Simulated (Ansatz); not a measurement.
Ligand exchange: SiH(CH3)(SiH3)F + In(CH3)2(OH) → SiH(CH3)(OH)(SiH3) + In(CH3)2F

Gas-phase species: SiH(CH3)(SiH3)F, singlet; In(CH3)2(OH), singlet; SiH(CH3)(OH)(SiH3), singlet; In(CH3)2F, singlet. The partners trade F for OH: Si–F and In–OH bonds give way to Si–OH and In–F.

Shapes, held fixed at every level: PBE0-D4/def2-TZVP. Flexible molecules stand in one conformer, not always the lowest. Programs: Ansatz 0.2.0. Electronic energies: no zero-point or thermal term.

```tsv
level	kind	ΔE (kJ/mol)	less CCSD(T)/def2-TZVPP
HF/def2-TZVPP	Hartree–Fock	-4.1	-7.2
PBE-D4/def2-TZVPP	GGA	-2.1	-5.2
B3LYP-D4/def2-TZVPP	global hybrid	-2.9	-6.0
BHLYP-D4/def2-TZVPP	global hybrid	-3.7	-6.8
B2PLYP/def2-TZVPP	double hybrid	+0.4	-2.7
CCSD/def2-TZVPP	coupled cluster or CI	+2.2	-0.9
CCSD(T)/def2-TZVPP	coupled cluster or CI	+3.1	0.0
```

The highest level, CCSD(T)/def2-TZVPP, gives ΔE = +3.1 kJ/mol; the levels span -4.1 to +3.1. That is about zero within the method's error. They disagree on the sign: 3 of 7 are positive. The column of differences is taken from that level and isn't an error. No measured value is set beside it here. For atoms past krypton def2 sets carry core potentials with scalar relativity. Outer-core shells of In are correlated, in sets that cover them unevenly.
